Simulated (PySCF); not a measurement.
PBE0-D3(BJ)/def2-TZVP geometry optimisation, gas phase with PySCF 2.14 and geomeTRIC: Mn(OH)3, charge 0, multiplicity 5. Start (model start, shaken):

```
7

Mn    0.0000    0.0045   -0.0041
O     1.7816   -0.0068   -0.0149
H     2.3359    0.8201   -0.0074
O    -0.9068    1.5619    0.0053
H    -1.8587    1.6082   -0.0004
O    -0.8871   -1.5747   -0.0069
H    -0.5032   -2.4415   -0.0276
```

| step | E − E(start) / kcal mol⁻¹ | largest force / Eh bohr⁻¹ |
| --- | --- | --- |
| 0 | 0.00 | 0.02312 |
| 1 | -5.02 | 0.02284 |
| 2 | -8.77 | 0.01386 |
| 3 | -10.06 | 0.01040 |
| 4 | -10.79 | 0.00436 |
| 5 | -11.00 | 0.00433 |
| 6 | -11.04 | 0.00197 |
| 7 | -11.06 | 0.00073 |
| 8 | -11.07 | 0.00055 |
| 9 | -11.07 | 0.00020 |

The optimisation met its thresholds. End point:

```
7

Mn   -0.1443   -0.1178    0.0007
O     1.6147    0.0856   -0.0136
H     1.8503    1.0205   -0.0125
O    -0.5899    1.6302    0.0137
H    -1.5225    1.8592   -0.0105
O    -0.7313   -1.7888    0.0003
H    -0.5152   -2.7171   -0.0341
```

Metal–donor distances, start → end: O2 1.782 → 1.771 Å, O4 1.802 → 1.804 Å, O6 1.811 → 1.771 Å.

No frequencies were computed, so the end point may be a saddle point.

The job took 2 min on one thread of Arm Neoverse V1 (shared host), with 156 basis functions and a peak of 0.52 GiB, launched as `OMP_NUM_THREADS=1 python lf_run.py task.json out`.
